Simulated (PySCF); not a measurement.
B(Cl)(Me)(SMe) (C2H6BClS), SMILES CSB(C)Cl.

Geometry: PBE0-D3(BJ)/def2-SVP. The structure was generated by enumeration, and PubChem lists no compound with its InChIKey, so it may never have been made. Other conformers were not sampled.

The numbers are results of TDDFT-M06-2X/def2-SVPD (PySCF 2.14.0), not measurements.

Vertical excitations. Isolated molecule, no solvent. State labels are in the subgroup Cs.

Problem. Estimate the UV-visible absorptions. (Estimate from the structure and the level; the computed values follow.)

Solution. 
| state | symmetry | energy (eV) | λ (nm) | f | main pairs |
|---|---|---|---|---|---|
| S1 | A' | 5.90 | 210 | 0.181 | HOMO→LUMO 97 % |
| S2 | A" | 6.00 | 207 | 0.000 | HOMO−1→LUMO 96 % |
| S3 | A" | 6.44 | 192 | 0.002 | HOMO→LUMO+2 42 %, HOMO→LUMO+1 35 %, HOMO→LUMO+10 12 % |
| S4 | A" | 6.81 | 182 | 0.011 | HOMO→LUMO+1 58 %, HOMO→LUMO+2 21 % |
| S5 | A" | 7.12 | 174 | 0.001 | HOMO−2→LUMO 96 % |
| S6 | A" | 7.59 | 163 | 0.007 | HOMO→LUMO+3 87 % |
| S7 | A' | 7.70 | 161 | 0.050 | HOMO−1→LUMO+1 84 % |
| S8 | A' | 7.92 | 157 | 0.037 | HOMO−1→LUMO+2 36 %, HOMO−3→LUMO 26 %, HOMO→LUMO+4 18 % |
| S9 | A" | 7.93 | 156 | 0.000 | HOMO−4→LUMO 94 % |
| S10 | A' | 7.97 | 156 | 0.049 | HOMO→LUMO+4 75 %, HOMO−1→LUMO+2 16 % |
| T1 | A' | 4.73 | 262 | 0 | HOMO→LUMO 97 % |
| T2 | A" | 5.78 | 215 | 0 | HOMO−1→LUMO 96 % |
| T3 | A" | 6.13 | 202 | 0 | HOMO→LUMO+2 46 %, HOMO→LUMO+10 19 %, HOMO→LUMO+1 18 % |
| T4 | A" | 6.71 | 185 | 0 | HOMO→LUMO+1 72 % |
Triplets are in the Tamm–Dancoff approximation, which puts them higher than full response would, so one can lie above its singlet here.
